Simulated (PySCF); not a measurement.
C2H7B3O4: core ionisation energies

Species: C₂H₇B₃O₄.
Cartesian coordinates in Å at the PBE0-D3(BJ)/def2-SVP level; atoms count from 1:
```
atom  x, y, z in Å
C1    -2.0923    1.4321   -0.6183
O2    -2.1924    0.1481   -0.0871
C3    -1.2197   -0.7360   -0.5689
B4     0.2275   -0.5740    0.0286
O5     0.5487    0.4040    0.9396
B6     1.8109    0.4886    1.4632
O7     2.7693   -0.4074    1.0653
B8     2.4721   -1.3841    0.1499
O9     1.2072   -1.4607   -0.3653
H10   -2.8859    2.0453   -0.1688
H11   -2.2320    1.4332   -1.7193
H12   -1.1181    1.9074   -0.3948
H13   -1.1619   -0.7219   -1.6804
H14   -1.5543   -1.7621   -0.3272
H15    2.0791    1.3440    2.2641
H16    3.3173   -2.1664   -0.1961
```

Level of theory: delta-SCF UKS SCAN, pcX-2 on the ionised atom, pcseg-1 elsewhere, spin-free X2C in PySCF 2.14.0. Vertical ΔSCF values, vacuum level as zero.

Task: List the computed XPS lines with their assignment.

Result: 
| atom(s) | bonded to | level | binding energy (eV) | above the level's lowest (eV) | count |
| --- | --- | --- | --- | --- | --- |
| C1 | O and 3 H | C 1s | 292.14 | +0.32 | 1 |
| O2 | 2 C | O 1s | 538.42 | 0.00 | 1 |
| C3 | O, 2 H and B | C 1s | 291.82 | 0.00 | 1 |
| B4 | 2 O and C | B 1s | 197.97 | 0.00 | 1 |
| O5/O9 | 2 B | O 1s | 539.29 | +0.87 | 2 |
| O7 | 2 B | O 1s | 539.39 | +0.97 | 1 |

Lowest listed C 1s: C3, bonded to O, 2 H and B. Highest, 0.32 eV above it: C1, bonded to O and 3 H. Summing the Pauling electronegativity differences to the bonded atoms, each weighted by its formal bond order, gives -0.32 for the lowest site and -0.16 for the highest.

The listed O 1s values span 0.97 eV, from O2 (bonded to 2 C) to O7 (bonded to 2 B). The widest gap between neighbouring values is 0.87 eV, between 538.42 and 539.29 eV. Summing the Pauling electronegativity differences to the bonded atoms, each weighted by its formal bond order, gives -1.78 for the lowest site and -2.80 for the highest; the largest sum, -1.78, belongs to O2, 0.97 eV below the top. The smallest sum, -2.80, belongs to O5/O9, 0.87 eV above the lowest.

Task: What is the longest wavelength that can ionise O 1s of O7 vertically?

Result: λ = hc/E = 12398.42 eV Å / 539.39 eV = 22.986 Å.

One atom of each set of topologically equivalent atoms was ionised and stands for the set; in this conformer not all members are related by symmetry, and their own values weren't computed. The list is incomplete; no value stands for B 1s of B6, B8 (hole states with ⟨S²⟩ of 1 or more are left out). Isolated species at its PBE0-D3(BJ)/def2-SVP geometry (one conformer only).

The run took 95 s wall on Arm Neoverse V1, one thread, shared host with 32 logical CPUs at a one-minute load of 12, and the process peaked at 0.79 GiB of memory.
